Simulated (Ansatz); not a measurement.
Geometry optimisation, RHF/def2-SVP in Ansatz.

input.yaml

```yaml
crystal:
  periodic: [false, false, false]
  atoms:
    - { symbol: B, position_ang: [0.0666, -1.4349, -0.7362] }
    - { symbol: Cl, position_ang: [1.8152, -0.7408, 0.3485] }
    - { symbol: Cl, position_ang: [0.6227, -2.1855, -2.1977] }
    - { symbol: Cl, position_ang: [-0.97, -2.2396, 0.3914] }
    - { symbol: H, position_ang: [-0.6081, 0.8136, -0.0707] }
    - { symbol: O, position_ang: [-0.6741, 0.0953, -1.1279] }
    - { symbol: H, position_ang: [0.867, 0.536, 1.095] }
    - { symbol: "N", position_ang: [-0.2098, 1.3188, 1.1013] }
    - { symbol: H, position_ang: [-0.149, 0.5022, -1.8216] }
    - { symbol: H, position_ang: [0.039, 2.2934, 1.1483] }
    - { symbol: H, position_ang: [-0.7994, 1.0415, 1.8695] }
basis:
  gaussian: { orbitals: def2-SVP }
hamiltonian:
  xc: hf
relax:
  f_tol: 0.15
  max_steps: 25
  restrain:
    - { distance: [0, 5], at: 1.5, k: 30.0 }
    - { distance: [4, 7], at: 1.02, k: 30.0 }
    - { distance: [6, 1], at: 1.33, k: 30.0 }
    - { distance: [0, 1], at: 3.16, k: 30.0 }
    - { distance: [4, 5], at: 2.27, k: 30.0 }
    - { distance: [6, 7], at: 2.32, k: 30.0 }
output:
  orbitals: {}
```

Run as:

```bash
$ ansatz run input.yaml --threads 2 --pin off --max-ram 3072MiB --backend cpu --events-out ev --progress --plain --runs-dir out
```

Q: Where does it end, and by what steps?

A: It converged. The restraints hold the end off the free minimum. After 8 steps the energy has fallen by 2.241 eV (the restraints' own energy left out); H7 moved furthest, 0.70 Å. Joined: Cl2–H7 (1.76 → 1.31 Å), H5–N8 (1.34 → 1.01 Å).

```
step  energy less start (eV)  largest force component (eV/Å)  accepted
   0                  0.0000                           3.930       yes
   1                 -0.2063                           4.540       yes
   2                 -1.2759                           3.646       yes
   3                 -1.6730                           2.157       yes
   4                 -1.9171                           1.921       yes
   5                 -1.7908                           3.353        no
   6                 -2.0959                           2.559       yes
   7                 -2.2064                           2.516       yes
   8                 -2.2406                           2.745       yes
```

```xyz
11
Properties=species:S:1:pos:R:3
B -0.299 -1.540 -1.142
Cl 2.274 -0.673 0.486
Cl 0.635 -2.448 -2.325
Cl -1.090 -2.338 0.201
H -0.756 1.238 0.458
O -0.536 -0.163 -1.318
H 1.490 0.219 1.029
N -0.354 1.581 1.322
H -0.079 0.205 -2.061
H -0.308 2.584 1.277
H -0.978 1.336 2.073
```

Run time: 19 s on 2 threads of AMD EPYC 7B13 (Zen 3) (shared host), peak memory 0.31 GiB.
